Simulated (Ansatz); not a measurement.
Harmonic frequencies (cm⁻¹) at PBE0-D4/def2-TZVP from Ansatz: 401, 486, 632, 751, 854, 1022, 1246, 1807, 3592.

Each molecule was computed in one conformer, which needn't be the lowest.

**Question.** Which molecule is it?
A. `N=C(F)Cl`
B. `I[SiH]1BC1`
C. `FC1NCO1`
D. `F[CH]1[AlH][Te]1`

**Answer.** A.
